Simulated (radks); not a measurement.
Values are calculated unless marked as measured or tabulated.
Task: Ce3+, 55 electrons, occupied as [Kr] 4d10 4f2 5s1 5p6 (not the ground configuration). Level of theory: Dirac Kohn-Sham, LDA (Slater exchange, Perdew-Wang correlation), spin-unpolarised, spherical densities, finite nucleus; open shells are shared between the two j in proportion to 2j + 1; Fermi nuclear charge, rms radius 4.8771 fm (a radial shooting solver on a logarithmic mesh with Libxc functionals). Some entries of the table are withheld. Estimate them.

orbital,occ.,eigenvalue (eV),<r^2> (bohr^2)
1s1/2,2,-40211.37,0.0008221
2s1/2,2,-6454.066,0.01302
2p1/2,2,-6098.015,0.009540
2p3/2,4,-5651.928,0.01080
3s1/2,2,-1404.064,0.08885
3p1/2,2,(1),0.08365
3p3/2,4,(2),0.09121
3d3/2,4,-899.7263,0.07461
3d5/2,6,-880.8729,0.07676
4s1/2,2,-299.4592,0.4610
4p1/2,2,-243.3717,0.4928
4p3/2,4,-224.5413,0.5353
4d3/2,4,-132.3655,(3)
4d5/2,6,-129.0893,(4)
5s1/2,1,-62.9504,2.569
5p1/2,2,-47.4658,3.187
5p3/2,4,-44.6060,3.469
4f5/2,0.857143,-26.7154,1.591
4f7/2,1.14286,-26.3985,1.622
5d3/2,0,-23.7819,6.246
5d5/2,0,-23.4686,6.392
6s1/2,0,-20.6317,12.53
6p1/2,0,-16.3683,16.33
6p3/2,0,-15.7482,17.45
5f5/2,0,-9.1141,25.33
5f7/2,0,-9.0914,25.50

Result: 
(1) 3p1/2 eigenvalue (eV): -1252.860
(2) 3p3/2 eigenvalue (eV): -1165.210
(3) 4d3/2 <r^2> (bohr^2): 0.6418
(4) 4d5/2 <r^2> (bohr^2): 0.6591
